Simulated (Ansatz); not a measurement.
Reaction (β-hydride elimination): `C[NH][Al]([CH3])[SiH3]` → `[CH3][AlH][SiH3]` + `C=N`

Program: Ansatz. Geometries: PBE0-D4/def2-TZVP. ΔE: electronic, gas phase. CCSD(T)/CBS is the MP2 limit (def2-TZVPP, def2-QZVPP) plus CCSD(T) − MP2 in def2-TZVPP, frozen cores. This one scheme is used for every species. Functionals use def2-TZVPP. Each species was taken in one conformer, which may not be the lowest.

```csv
level,ΔE (kcal/mol)
PBE-D4,54.6
PBE0-D4,57.0
ωB97X-V,55.0
CCSD/def2-TZVPP,52.6
CCSD(T)/def2-TZVPP,52.9
HF/def2-QZVPP,46.4
MP2/CBS(def2),57.8
CCSD/CBS(def2),54.0
```

(1) What does CCSD(T)/CBS give? (Estimate.)

Largest T1 diagnostic among the species: 0.012.

Answers

(1) Computed: +54.2 kcal/mol. The listed levels differ from it by 0.4, 2.8, 0.8, -1.6, -1.3, -7.8, 3.6, -0.2 kcal/mol.

From PBE to PBE0 (25 % exact exchange), in def2-TZVPP and without D4, ΔE moves by +2.6 kcal/mol. The D4 term adds +3.5 kcal/mol with B3LYP and +2.0 kcal/mol with PBE0; it sums over pairs of atoms, weighted by their polarisabilities, and B3LYP, whose exchange is more repulsive, gets the larger term.

B3LYP here is the variant with VWN-RPA as its local correlation; programs differ in this.
